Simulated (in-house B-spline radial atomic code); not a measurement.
RPA and G0W0 on wB97X: Ni VI (Ni5+)

Configuration [Ar] 3d5, highest spin, mean-field start wB97X. Computed with a B-spline radial code for spherical atoms: all electrons, non-relativistic, point nucleus, each spin shell either full or empty, empty states to l = 9 with an (l + 1/2)⁻⁴ tail; G0W0 by contour deformation at full frequency.

Command:
```bash
python run_gw.py task.json out
```
Settings (radii: box in bohr, nucleus in fm):
```
Z                        28
electrons                23
configuration            [Ar] 3d5
hamiltonian              nr
method                   wb97x
lmax                     9
spin_polarised           True
box_radius               10.43
intervals                49
```

Run time, properties included: 1.1 s on 1 thread of Intel(R) Xeon(R) 6975P-C (Granite Rapids) (shared host).

Energies (hartree):

```csv
term,value
mean-field total,-1501.22845
Hartree-Fock functional on these orbitals,-1500.13098
direct second order,-1.7022
second-order exchange,0.55697
SOSEX correction,0.5201
```

Q: What is the RPA correlation energy, and what remains with SOSEX?

A: RPA gives -1.5281 hartree (-1.81 eV per electron); RPA + SOSEX gives -1.008, and the second-order doubles -1.1452 hartree (no singles). RPA lacks exchange-type terms and so overcorrelates at short range.

Quasi-particle levels (eV):

```csv
level,occupied,mean field,Σx - vxc,Σc,QP weight,G0W0
3d up,yes,-101.09,-8.60,?,?,?
3p down,yes,-158.14,-6.96,0.27,0.961,-164.83
3s down,yes,-197.71,-14.04,6.82,0.873,-204.93
3d down,no,-81.98,10.68,-5.13,0.968,-76.43
```

G0W0 = mean field + (Σx - vxc) + Σc, with Σc (partial-wave tail included) taken at the quasi-particle energy. Only the outer levels were computed. Levels of low weight are left out.

Q: Where does G0W0 put 3d up?

A: At -108.45 eV, with Σc = 1.23 eV and a quasi-particle weight of 0.965. The tabulated removal energy is 108 ± 1 eV (NIST, semi-empirical); the calculation leaves out relativity, Breit and QED terms, and what these don't explain is the method's own error.
